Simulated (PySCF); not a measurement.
PySCF input file for HgBr2, SMILES [Br][Hg][Br], B3LYP-D3(BJ)/def2-SVP. Coordinates come from a B3LYP-D3(BJ)/def2-SVP optimisation. The isomer is the one that the SMILES or the coordinates give; other isomers of the formula were not compared. The def2 effective core potentials stand for the cores of Hg; spin–orbit coupling is left out.

```python
import numpy as np
from pyscf import gto, scf, dft, df
from pyscf.hessian import thermo

mol = gto.M(
    atom='''
    Hg    0.00000000    0.00000000    0.00000000
    Br    0.00000000    0.00000000   -2.44094521
    Br    0.00000000    0.00000000    2.44094521
    ''',
    basis='def2-SVP',
    ecp={'Hg': 'def2-svp'},
    charge=0,
    spin=0,
    max_memory=1600,
    verbose=3,
)
mf = dft.RKS(mol, xc='b3lyp').density_fit(auxbasis='def2-universal-jkfit')
mf.disp = 'd3bj'
mf.grids.level = 3
mf.conv_tol = 1e-11
mf.max_cycle = 100
mf.kernel()

# analytic Hessian; the response equations are solved on a coarser grid
h, args, fine = mf.Hessian(), (mf.mo_energy, mf.mo_coeff, mf.mo_occ), mf.grids
h.max_memory = max(150, 2.5e-5 * df.make_auxmol(mol, mf.with_df.auxbasis).nao * mol.nelec[0] * (mol.nelec[0] + mol.nao))  # MB; small integral blocks
h1ao = h.make_h1(mf.mo_coeff, mf.mo_occ)
mf.grids = dft.Grids(mol).set(level=1).build(with_non0tab=True)
mo1, mo_e1 = h.solve_mo1(*args, h1ao)
mf.grids = fine
hess = h.hess_elec(*args, mo1, mo_e1, h1ao) + h.hess_nuc()
if mf.do_disp():
    hess += h.get_dispersion()
for i in range(mol.natm):  # the analytic DFT Hessian lacks the response of the grid: restore translational invariance
    hess[i, i] -= hess[i].sum(axis=0)
hess = (hess + hess.transpose(1, 0, 3, 2)) / 2
vib = thermo.harmonic_analysis(mol, hess, imaginary_freq=False)
thermo.dump_normal_mode(mol, vib)
th = thermo.thermo(mf, vib['freq_au'][vib['freq_au'] > 0], 298.15, 101325)
thermo.dump_thermo(mol, th)
g0 = mf.nuc_grad_method().set(verbose=0).kernel()

# dipole derivatives [dipole axis, atom, xyz] from the same response
r, irp = mol.intor('int1e_r'), mol.intor('int1e_irp').reshape(3, 3, mol.nao, mol.nao)
sl, dm0, ok = mol.aoslice_by_atom(), np.array(mf.make_rdm1()), []
dmu = np.einsum('a,xt->xat', mol.atom_charges(), np.eye(3))
for a, (_, _, p0, p1) in enumerate(sl):
    dmu[:, a] += 2 * np.einsum('xtij,ij->xt', irp[:, :, :, p0:p1], dm0.reshape(-1, mol.nao, mol.nao).sum(0)[:, p0:p1])
    for u, c, occ, f in [(mo1, mf.mo_coeff, mf.mo_occ, 4)]:
        dmu[:, a] -= f * np.einsum('tui,xuv,vi->xt', u[a], r, c[:, occ > 0], optimize=True)
L = vib['norm_mode']
ir = 974.8801 * (np.einsum('xat,kat->kx', dmu, L) ** 2).sum(1)       # km/mol
apt = np.einsum('xax->a', dmu) / 3
print('mode   freq/cm-1   IR/(km/mol)')
for k, w in enumerate(vib['freq_wavenumber']):
    print(f'{k + 1:4d} {w:11.2f} {ir[k]:13.3f}')
print('max |gradient| / (hartree/bohr):', abs(g0).max())
print('APT charges:', apt.round(4))
```

Output:

```
converged SCF energy = -5301.36102425833

WARN: DFTD3 does not support analytical Hessian, using finite difference


WARN: Mole.unit (angstrom) is changed to Bohr

Mode                                 0                   1                   2
Irrep
Freq [cm^-1]                       65.0999             65.0999            204.0817
Reduced mass [au]                 108.9778            108.9778             79.9040
Force const [Dyne/A]                0.2721              0.2721              1.9608
Char temp [K]                      93.6643             93.6643            293.6282
Normal mode                   x     y     z       x     y     z       x     y     z
       0  Hg                 0.00  0.05  0.00   -0.05  0.00  0.00   -0.00  0.00  0.00
       1  Br                -0.00 -0.06  0.00    0.06 -0.00 -0.00    0.00 -0.00  0.08
       2  Br                -0.00 -0.06 -0.00    0.06 -0.00  0.00    0.00 -0.00 -0.08
Mode                                 3
Irrep
Freq [cm^-1]                      274.9403
Reduced mass [au]                 108.9778
Force const [Dyne/A]                4.8536
Char temp [K]                     395.5779
Normal mode                   x     y     z
       0  Hg                -0.00  0.00 -0.05
       1  Br                 0.00 -0.00  0.06
       2  Br                 0.00 -0.00  0.06
temperature 298.1500 [K]
pressure 101325.00 [Pa]
Rotational constants [GHz] inf 0.53077 0.53077
Symmetry number 2
Zero-point energy (ZPE) 0.00139 [Eh]   3643.957 [J/mol]
                           tot       elec      trans        rot        vib
Entropy [J/mol/K]       313.877      0.000    182.169     80.439     51.269
Cv [J/mol/K]             52.148      0.000     12.472      8.314     31.362
Cp [J/mol/K]             60.462      0.000     20.786      8.314     31.362
Internal energy [J/mol]                      3718.434   2478.956  10507.137
Internal energy [Eh]   -5301.35466  -5301.36102
Enthalpy [J/mol]                             6197.391   2478.956  10507.137
Enthalpy [Eh]          -5301.35372
Gibbs free energy [J/mol]                  -48116.397 -21503.944  -4778.638
Gibbs free energy [Eh] -5301.38936
mode   freq/cm-1   IR/(km/mol)
   1       65.10         1.731
   2       65.10         1.731
   3      204.08         0.000
   4      274.94        26.841
max |gradient| / (hartree/bohr): 3.3903718885600737e-06
APT charges: [ 0.7866 -0.3933 -0.3933]
```

The run converged.
